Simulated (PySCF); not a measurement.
# `Cc1cnc(C#N)s1`, C$_{5}$H$_{4}$N$_{2}$S

Molfile (atoms numbered from 1):
```
C5H4N2S
     RDKit          3D

 12 12  0  0  0  0  0  0  0  0999 V2000
   -2.0158    0.0987   -0.3612 C   0  0  0  0  0  0  0  0  0  0  0  0
   -0.5596    0.0498   -0.0550 C   0  0  0  0  0  0  0  0  0  0  0  0
    0.0666    0.1974    1.1634 C   0  0  0  0  0  0  0  0  0  0  0  0
    1.4180    0.1089    1.1672 N   0  0  0  0  0  0  0  0  0  0  0  0
    1.8676   -0.1071   -0.0372 C   0  0  0  0  0  0  0  0  0  0  0  0
    3.2423   -0.2504   -0.3779 C   0  0  0  0  0  0  0  0  0  0  0  0
    4.3530   -0.3717   -0.6881 N   0  0  0  0  0  0  0  0  0  0  0  0
    0.6373   -0.2165   -1.2645 S   0  0  0  0  0  0  0  0  0  0  0  0
   -2.3724   -0.8467   -0.7983 H   0  0  0  0  0  0  0  0  0  0  0  0
   -2.5806    0.2797    0.5635 H   0  0  0  0  0  0  0  0  0  0  0  0
   -2.2562    0.9058   -1.0703 H   0  0  0  0  0  0  0  0  0  0  0  0
   -0.4667    0.3775    2.0989 H   0  0  0  0  0  0  0  0  0  0  0  0
  1  2  1  0
  2  3  2  0
  3  4  1  0
  4  5  2  0
  5  6  1  0
  6  7  3  0
  5  8  1  0
  8  2  1  0
  1  9  1  0
  1 10  1  0
  1 11  1  0
  3 12  1  0
M  END
```

Level of theory: quadratic response CAM-B3LYP/aug-cc-pVDZ first hyperpolarisability, Taylor convention, gas phase (PySCF). Geometry: PBE0-D3(BJ)/def2-SVP.

(1) Give the tensor of the second harmonic β(−2ω;ω,ω) at 1907 nm in the axes of these coordinates.

Results:

(1) In au, Taylor convention; rows are the first index (the induced dipole):
```csv
,xx,yy,zz,xy,xz,yz
x,-325.7,+25.4,+50.4,+37.7,+81.3,-0.7
y,+36.9,+3.0,-7.9,+25.0,-0.9,+16.9
z,+76.4,+16.9,+7.0,-0.5,+48.8,-7.8
```
Norm of βᵢ = ⅓ Σⱼ (βᵢⱼⱼ + βⱼᵢⱼ + βⱼⱼᵢ): 273.7 au, hyper-Rayleigh value 137.7 au.
